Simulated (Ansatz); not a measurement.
Cost and result up the ladder for Bi2Cl6 (8 atoms). The state is a singlet with charge 0. Geometry: PBE-D4/def2-SVP.

Cartesian coordinates in Å:
```
Bi -1.8892 -0.3972 1.0366
Bi 1.6071 -0.3109 -1.4566
Cl -0.9160 1.6011 2.1226
Cl 3.8579 -1.3577 -1.7225
Cl -1.4715 0.2974 -1.4013
Cl 0.8779 -1.7837 0.5183
Cl -4.3007 0.2494 1.0650
Cl 2.2346 1.7016 -0.1621
```

Ansatz on 4 threads of Arm Neoverse V1 on a shared host. Times are rough, and most runs start from the orbitals of an earlier one. ωB97M-V/def2-TZVP serves as the yardstick here, not as an exact answer. Differences are given only for rows in sets of like size (and for xTB, whose basis is part of the method), since another set adds its own error. Binding counts from free atoms at the same level (Bi quartet, Cl doublet; other spins of the atoms weren't run), without zero-point energy or a counterpoise term.

In the def2 sets Bi takes a core potential; there is no spin–orbit coupling. Correlated methods freeze 38 core orbitals; core or outer-core shells of Bi are correlated, in sets that lack core-valence functions. The rows differ in basis, and correlated rows in double-zeta sets carry the largest basis error. Another isomer (singlet) lies 0.10 eV lower at PBE0-D4/def2-TZVP; other spin states weren't run for this one.

Correlated methods converge slowly with the basis, most of all in double-zeta sets.

| level | functions | binding energy per atom (eV) | difference from ωB97M-V/def2-TZVP (eV) |
| --- | --- | --- | --- |
| PBE-D4/def2-TZVP (with forces) | 322 | 2.66 | 0.21 |
| ωB97X-V/def2-TZVP | 322 | 2.48 | 0.04 |
| BLYP-D4/def2-TZVP | 322 | 2.59 | 0.14 |
| PBE0-D4/def2-SVP | 160 | 2.43 | – |
| PBE-D4/def2-SVP | 160 | 2.62 | – |
| ωB97M-V/def2-TZVP | 322 | 2.45 | 0.00 |
| CCSD(T)/def2-SVP | 160 | 1.97 | – |
| r2SCAN-D4/def2-TZVP | 322 | 2.50 | 0.06 |
| MP2/def2-TZVP | 322 | 2.41 | -0.04 |
| PBE0-D4/def2-TZVP | 322 | 2.48 | 0.04 |

Task: Estimate how long each takes.

Result: PBE-D4/def2-SVP 2.5 s; PBE0-D4/def2-SVP 4.6 s; BLYP-D4/def2-TZVP 6.5 s; PBE-D4/def2-TZVP (with forces) 8.5 s; r2SCAN-D4/def2-TZVP 17 s; MP2/def2-TZVP 23 s; PBE0-D4/def2-TZVP 26 s; ωB97X-V/def2-TZVP 38 s; ωB97M-V/def2-TZVP 45 s; CCSD(T)/def2-SVP 73 s. On shared hardware such times vary by a factor of up to 3.
